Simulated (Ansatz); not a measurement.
Correlation energies of C3H9O3Sc, SMILES `C[O][Sc]([O]C)[O]C` by basis set

```json
{"atom": "C1", "x (Å)": "-1.6533", "y (Å)": "-2.2557", "z (Å)": "-1.6695"}
{"atom": "O2", "x (Å)": "-0.9615", "y (Å)": "-1.2868", "z (Å)": "-0.9659"}
{"atom": "Sc3", "x (Å)": "-0.0054", "y (Å)": "0.0113", "z (Å)": "-0.0153"}
{"atom": "O4", "x (Å)": "1.7348", "y (Å)": "0.4617", "z (Å)": "-0.5365"}
{"atom": "C5", "x (Å)": "3.0232", "y (Å)": "0.8125", "z (Å)": "-0.8961"}
{"atom": "O6", "x (Å)": "-0.7815", "y (Å)": "0.8432", "z (Å)": "1.4705"}
{"atom": "C7", "x (Å)": "-1.3678", "y (Å)": "1.4390", "z (Å)": "2.5722"}
{"atom": "H8", "x (Å)": "-0.9683", "y (Å)": "-2.9759", "z (Å)": "-2.1355"}
{"atom": "H9", "x (Å)": "-2.3339", "y (Å)": "-2.8144", "z (Å)": "-1.0141"}
{"atom": "H10", "x (Å)": "-2.2571", "y (Å)": "-1.8076", "z (Å)": "-2.4690"}
{"atom": "H11", "x (Å)": "3.0453", "y (Å)": "1.2673", "z (Å)": "-1.8948"}
{"atom": "H12", "x (Å)": "3.6811", "y (Å)": "-0.0657", "z (Å)": "-0.9192"}
{"atom": "H13", "x (Å)": "3.4532", "y (Å)": "1.5349", "z (Å)": "-0.1902"}
{"atom": "H14", "x (Å)": "-2.1787", "y (Å)": "0.8196", "z (Å)": "2.9771"}
{"atom": "H15", "x (Å)": "-0.6356", "y (Å)": "1.6005", "z (Å)": "3.3739"}
{"atom": "H16", "x (Å)": "-1.7945", "y (Å)": "2.4162", "z (Å)": "2.3124"}
```

Total charge 0; spin multiplicity 1. Correlated methods include outer-core shells of Sc, which these sets cover unevenly. Scalar relativity is left out up to krypton. The geometry is a stationary point of PBE0-D4/def2-TZVP. It is one conformer, not always the lowest. Frozen core, restricted reference, Ansatz.

| basis | HF (Eh) | MP2 corr. |
| --- | --- | --- |
| def2-SVP | -1103.01116 | -1.20311 |
| def2-TZVPP | -1103.51194 | -1.53826 |
| def2-QZVPP | -1103.54212 | -1.67333 |

(1) Estimate the CCSD correlation energy and the (T) correction in each basis where they were run (hartree).

Results:

(1) 
```csv
basis,CCSD corr.,(T)
def2-SVP,-1.26885,-0.03424
def2-TZVPP,-1.58720,-0.06101
```
